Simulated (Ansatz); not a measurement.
Total energies of F$_{2}$H$_{2}$NOSi (`N[Si]([O])(F)F`) radical.

```xyz
7

N     0.1776   -0.4343    0.9160
Si   -0.0112    0.3409   -0.5826
O    -1.4208   -0.2555   -1.0940
F     1.2022   -0.0006   -1.5281
F    -0.0167    1.9045   -0.3878
H     0.4354   -1.4079    0.9617
H    -0.3665   -0.1471    1.7148
```

Charge 0, multiplicity 2. All single points use the PBE0-D4/def2-TZVP geometry. It is one conformer, not always the lowest. Basis def2-TZVPP, Ansatz.

RPA on PBE orbitals: Hartree–Fock energy of these orbitals -618.53629 Eh, correlation -1.59470 Eh (frozen core).

```json
{"functional": "r2SCANh", "energy without D4 (Eh)": "-620.48077", "D4 term (kJ/mol)": "-3.2"}
{"functional": "PBE-QIDH", "energy without D4 (Eh)": "-620.08478", "D4 term (kJ/mol)": "–"}
```

(1) Give the same for LDA (SPW92), PBE, revPBE, BLYP, r2SCAN, B97M-V, PBE0, B3LYP, r2SCAN0, HSE06 (plane-wave form), BHLYP, CAM-B3LYP, LC-ωPBE, ωB97X-V, ωB97M-V, B2PLYP. (An estimate is asked.)

B3LYP takes the VWN-RPA correlation (the form of Gaussian; ORCA's B3LYP/G). HSE06 is the plane-wave form, built on full-range PBE exchange. The double hybrids freeze the cores in their second-order part.

## Answers

(1) The calculation gave: 
```csv
functional,energy without D4 (Eh),D4 term (kJ/mol)
LDA (SPW92),-617.26198,–
PBE,-620.18631,-13.2
revPBE,-620.48872,-43.3
BLYP,-620.63232,-30.0
r2SCAN,-620.50252,-3.0
B97M-V,-620.49232,–
PBE0,-620.21036,-11.0
B3LYP,-620.68790,-21.5
r2SCAN0,-620.45033,-3.6
HSE06 (plane-wave form),-620.19031,-10.1
BHLYP,-620.53594,-15.7
CAM-B3LYP,-620.58814,-11.0
LC-ωPBE,-620.38272,–
ωB97X-V,-620.50350,–
ωB97M-V,-620.56319,–
B2PLYP,-620.35647,–
```

LC-ωPBE has ω = 0.4 bohr⁻¹.
